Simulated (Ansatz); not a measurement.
Start from `[F][W]([F])([F])([F])([F])[Cl]` and change one atom or group to get `[F][W]([F])([F])([F])([Cl])[Cl]`.

Ansatz, PBE0-D4/def2-TZVP geometries, multiplicity 1. 

Elements past krypton have def2 core potentials.

| property | `[F][W]([F])([F])([F])([F])[Cl]` |
| --- | --- |
| LUMO energy (B3LYP/def2-TZVPP) / eV | -4.92 |
| HOMO energy (B3LYP/def2-TZVPP) / eV | -10.31 |
| HOMO–LUMO gap (ωB97M-V/def2-TZVPP) / eV | 10.25 |
| ideal-gas entropy at 298 K and 1 bar (rigid rotor, harmonic PBE0-D4/def2-TZVP) / J/(mol·K) | 379 |
| HOMO–LUMO gap (B3LYP/def2-TZVPP) / eV | 5.39 |
| LUMO energy (ωB97M-V/def2-TZVPP) / eV | -2.57 |

Q: Give the same properties after the change, and the shifts. (An estimate is asked.)

A: Ansatz gave: 
```
                                                                                  property  `[F][W]([F])([F])([F])([Cl])[Cl]`  shift
                                                       LUMO energy (B3LYP/def2-TZVPP) / eV                              -5.15  -0.23
                                                       HOMO energy (B3LYP/def2-TZVPP) / eV                              -9.69   0.62
                                                   HOMO–LUMO gap (ωB97M-V/def2-TZVPP) / eV                               9.18  -1.07
ideal-gas entropy at 298 K and 1 bar (rigid rotor, harmonic PBE0-D4/def2-TZVP) / J/(mol·K)                                396     17
                                                     HOMO–LUMO gap (B3LYP/def2-TZVPP) / eV                               4.54  -0.85
                                                     LUMO energy (ωB97M-V/def2-TZVPP) / eV                              -2.94  -0.37
```

With PBE0 the HOMO rises by 0.62 eV and the LUMO falls by 0.26 eV, so the gap narrows by about 0.88 eV. PBE moves the HOMO by 0.53 eV and ωB97M-V by 0.69 eV.

B3LYP here is the variant with VWN-RPA as its local correlation; programs differ in this.
